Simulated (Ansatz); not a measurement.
Relaxation of BH$_{3}$InN (6 atoms, charge 0, multiplicity 1), to a largest force component of 0.02 eV/Å in at most 50 steps.

Method: Ansatz 0.2.0, RKS revPBE-D4/def2-SVP.

```xyz
6
Properties=species:S:1:pos:R:3
B -0.996 -1.548 -0.570
N -0.347 -0.535 -0.201
In 0.692 1.072 0.396
H -1.588 -2.465 -0.913
H 1.425 2.074 -0.785
H -0.605 0.383 -0.614
```

Q: Where does it end, and by what steps?

A: The forces met the threshold. The force dipped under the threshold on the way, but the program's further checks kept it going. After 25 steps the energy has fallen by 3.307 eV; N2 moved furthest, 1.08 Å. Parted: N2–In3, In3–H6.

```json
{"step": "0", "energy less start (eV)": "0.0000", "largest force component (eV/Å)": "5.631", "accepted": "yes"}
{"step": "1", "energy less start (eV)": "-1.5445", "largest force component (eV/Å)": "3.334", "accepted": "yes"}
{"step": "2", "energy less start (eV)": "-2.3612", "largest force component (eV/Å)": "1.483", "accepted": "yes"}
{"step": "3", "energy less start (eV)": "-2.7735", "largest force component (eV/Å)": "0.761", "accepted": "yes"}
{"step": "4", "energy less start (eV)": "-2.9326", "largest force component (eV/Å)": "1.225", "accepted": "yes"}
{"step": "5", "energy less start (eV)": "-2.9883", "largest force component (eV/Å)": "1.055", "accepted": "yes"}
{"step": "6", "energy less start (eV)": "-3.0569", "largest force component (eV/Å)": "0.776", "accepted": "yes"}
{"step": "7", "energy less start (eV)": "-3.1493", "largest force component (eV/Å)": "0.742", "accepted": "yes"}
{"step": "8", "energy less start (eV)": "-3.1792", "largest force component (eV/Å)": "1.258", "accepted": "yes"}
{"step": "9", "energy less start (eV)": "-3.2003", "largest force component (eV/Å)": "1.480", "accepted": "yes"}
{"step": "10", "energy less start (eV)": "-3.2149", "largest force component (eV/Å)": "1.267", "accepted": "yes"}
{"step": "11", "energy less start (eV)": "-3.2676", "largest force component (eV/Å)": "0.469", "accepted": "yes"}
{"step": "12", "energy less start (eV)": "-3.2710", "largest force component (eV/Å)": "0.659", "accepted": "yes"}
{"step": "13", "energy less start (eV)": "-3.2796", "largest force component (eV/Å)": "0.201", "accepted": "yes"}
{"step": "14", "energy less start (eV)": "-3.2882", "largest force component (eV/Å)": "0.155", "accepted": "yes"}
{"step": "15", "energy less start (eV)": "-3.2943", "largest force component (eV/Å)": "0.218", "accepted": "yes"}
{"step": "16", "energy less start (eV)": "-3.2963", "largest force component (eV/Å)": "0.512", "accepted": "yes"}
{"step": "17", "energy less start (eV)": "-3.2993", "largest force component (eV/Å)": "0.099", "accepted": "yes"}
{"step": "18", "energy less start (eV)": "-3.3018", "largest force component (eV/Å)": "0.064", "accepted": "yes"}
{"step": "19", "energy less start (eV)": "-3.3024", "largest force component (eV/Å)": "0.547", "accepted": "yes"}
{"step": "20", "energy less start (eV)": "-3.3018", "largest force component (eV/Å)": "0.244", "accepted": "no"}
{"step": "21", "energy less start (eV)": "-3.3064", "largest force component (eV/Å)": "0.092", "accepted": "yes"}
{"step": "22", "energy less start (eV)": "-3.3067", "largest force component (eV/Å)": "0.021", "accepted": "yes"}
{"step": "23", "energy less start (eV)": "-3.3067", "largest force component (eV/Å)": "0.009", "accepted": "yes"}
{"step": "24", "energy less start (eV)": "-3.3068", "largest force component (eV/Å)": "0.024", "accepted": "yes"}
{"step": "25", "energy less start (eV)": "-3.3068", "largest force component (eV/Å)": "0.005", "accepted": "yes"}
```

```xyz
6
Properties=species:S:1:pos:R:3
B -0.942 -1.345 -0.553
N -0.689 -0.293 -1.201
In 0.913 0.538 1.035
H -1.223 -2.360 -0.001
H 0.939 1.854 -0.344
H -0.417 0.586 -1.622
```

Run time: 55 s on 1 thread of Arm Neoverse V1, on a shared host, peak memory 0.14 GiB.
